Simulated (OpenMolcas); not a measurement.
## Exact exchange and the HOMO–LUMO gap of CH2BrCl (bromochloromethane)

The species is CH2BrCl (5 atoms), meant as a singlet with charge 0. SMILES: `ClCBr`. Geometry: relaxed at PBE0-D4/def2-TZVP.

The HOMO–LUMO gap y, in eV, basis def2-SVPD; a is the functional's share of exact exchange. Programs: OpenMolcas 26.06.

| functional | program | a | y (eV) |
| --- | --- | --- | --- |
| BLYP | OpenMolcas | 0 | 5.17 |
| PBE | OpenMolcas | 0 | 5.23 |
| B3LYP | OpenMolcas | 0.2 | 7.00 |
| PBE0 | OpenMolcas | 0.25 | ? |
| BHLYP | OpenMolcas | 0.5 | 9.63 |

**Question.** Fit y = c + s·a to the known rows and predict PBE0.

**Answer.** 
1. Means of the 4 rows: a = 0.1750, y = 6.758.
2. Σ(Δa)² = 0.1675, Σ(Δa·Δy) = 1.4848, so the slope is 1.4848/0.1675 = 8.8645.
3. Intercept: 6.758 − (8.8645) × 0.1750 = 5.207. The largest residual of the fit is 0.037.
4. PBE0: 5.207 + (8.8645) × 0.25 = 7.42 eV.

The run gave 7.53 eV, so the prediction is off by -0.11 eV, more than the scatter of the fit. Exact exchange lowers occupied levels and raises empty ones. The rows mix families of semi-local functionals, which the line can't see.
